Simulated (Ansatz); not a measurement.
`[F][Ge]([F])([SiH3])[Cl]` + NH₃ → `[NH2][Ge]([F])([F])[Cl]` + SiH₄ at 500 K and 1 bar (cleavage of the Ge–Si bond).

Computed with Ansatz on PBE0-D4/def2-TZVP structures; ΔE is electronic, products minus reactants. CCSD(T)/CBS adds triple-zeta CCSD(T) − MP2 to the extrapolated MP2 energy (def2 sets, frozen cores). This one scheme is used for every species. For Ge outer-core shells are correlated without core-valence functions, which leaves a few kJ/mol of doubt a bond. Scalar relativity is left out up to krypton. Each species was taken in one conformer, which may not be the lowest.

| species | CCSD(T)/CBS energy (Eh) | H − E (kJ/mol) | S (J/(mol·K)) |
| --- | --- | --- | --- |
| `[F][Ge]([F])([SiH3])[Cl]` | -3026.48035 | 131.7 | 447.5 |
| NH₃ | -56.50880 | 108.2 | 211.8 |
| `[NH2][Ge]([F])([F])[Cl]` | -2791.52510 | 128.1 | 411.1 |
| SiH₄ | -291.46306 | 102.4 | 230.9 |

H − E and S are ideal-gas, rigid-rotor, harmonic terms from PBE0-D4/def2-TZVP, for one conformer and one mirror image of each species. 1 Eh = 2625.50 kJ/mol, R = 8.31446 J/(mol·K).

Task: By hand: ΔE, ΔH, ΔS and ΔG.

Result: ΔE = (-2791.52510) + (-291.46306) − (-3026.48035) − (-56.50880) = 0.00099 Eh = 2.6 kJ/mol. Δ(H − E) = 128.1 + 102.4 − 131.7 − 108.2 = -9.4, so ΔH = -6.8 kJ/mol. ΔS = 411.1 + 230.9 − 447.5 − 211.8 = -17.3 J/(mol·K). ΔG = -6.8 − 500 × (-17.3)/1000 = 1.9 kJ/mol.

Task: By hand: the equilibrium constant, and the temperature at which ΔG would vanish if ΔH and ΔS stayed fixed.

Result: log₁₀ K = −ΔG/(RT ln 10) = -0.2. ΔG = 0 at ΔH/ΔS = 393 K, though so small a ΔH makes that figure unsure.

TΔS isn't small against ΔH here. The sign of ΔG lies within the doubt. A doubt of 5 kJ/mol in ΔE shifts log₁₀ K by 0.5 here. Other conformers and mirror images would add mixing entropy, several J/(mol·K) or more a flexible species. These are equilibria of isolated gas molecules and say nothing of rates. Largest T1 diagnostic: 0.012 (customary marks: 0.02 for closed shells, 0.045 for open ones).
